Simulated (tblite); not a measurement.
Compound: C2H12OP2Si2.
Bonds: C1–Si2, Si2–C3, C3–O4, O4–Si5, Si5–P6, Si5–P7. Hydrogens: H8, H9, H10 on C1; H11, H12 on Si2; H13, H14 on C3; H15 on Si5; H16, H17 on P6; H18, H19 on P7.

The geometry is computed with GFN2-xTB (gas phase).

**Question.** Give the optimised bond lengths and angles.

**Answer.** 
| bond | length (bohr) | order |
| --- | --- | --- |
| C1–Si2 | 3.583 | single |
| Si2–C3 | 3.613 | single |
| C3–O4 | 2.674 | single |
| O4–Si5 | 3.055 | single |
| Si5–P6 | 4.230 | single |
| Si5–P7 | 4.264 | single |
| C1–H8, C1–H9, C1–H10 | 2.054 | single |
| Si2–H11, Si2–H12 | 2.772 | single |
| C3–H13, C3–H14 | 2.069 | single |
| Si5–H15 | 2.795 | single |
| P6–H16 and 3 like bonds | 2.612 | single |

Bonds in one row agree within 0.02 bohr and their mean is given. Orders are formal, as drawn. A selection of angles:
| angle | degrees |
| --- | --- |
| Si2–C1–H8 | 111.5 |
| H8–C1–H9 | 107.6 |
| C1–Si2–C3 | 107.4 |
| C1–Si2–H11 | 111.4 |
| C3–Si2–H11 | 108.1 |
| H11–Si2–H12 | 110.8 |
| Si2–C3–O4 | 107.0 |
| Si2–C3–H13 | 113.0 |
| Si2–C3–H14 | 112.1 |
| O4–C3–H13 | 108.6 |
| H13–C3–H14 | 106.9 |
| C3–O4–Si5 | 125.7 |
| O4–Si5–P6 | 101.6 |
| O4–Si5–P7 | 107.3 |
| O4–Si5–H15 | 109.7 |
| P6–Si5–P7 | 112.4 |
| P6–Si5–H15 | 114.5 |
| P7–Si5–H15 | 110.8 |
| Si5–P6–H16 | 93.9 |
| H16–P6–H17 | 92.5 |
| Si5–P7–H18 | 95.0 |

Torsions: C1–Si2–C3–O4 -59° (synclinal); Si2–C3–O4–Si5 -153° (antiperiplanar); C3–O4–Si5–P6 158° (antiperiplanar). The mirror-image conformer, all signs reversed, is as good.

Si5 (oxygen-bound silicon) is distorted tetrahedral (angles from 101.6° to 114.5°). Si2 (SiH2 silicon) is tetrahedral (angles from 107.4° to 111.6°). Of the pairs four or more bonds apart, P7···H14 is among the closest relative to their van der Waals radii: 2.75 Å, 92 % of the sum of Bondi's values. O4 (silyl ether oxygen) is bent (angle 125.7°). P6 (three-coordinate phosphorus) is pyramidal (angles 94.1°, 93.9° and 92.5°, sum 280.5°, 0.84 Å off the plane of its three neighbours).

Point group: C1 (no symmetry element, even within 0.4 Å). Its GFN2-xTB frequencies are all real (lowest 20 cm⁻¹). The numbers are those of one conformer (C1–Si2–C3–O4 -59°, Si2–C3–O4–Si5 -153°, C3–O4–Si5–P6 158°, O4–Si5–P6–H 173° and 81°, O4–Si5–P7–H -99° and 168°). 3 starts were optimised and ended at 0.00, 0.04 and 1.43 kcal/mol (GFN2-xTB); the lowest of these is shown.

On Arm Neoverse N1, one thread (shared host), this took 2.8 s of wall time. That covers the optimisation of the geometry.
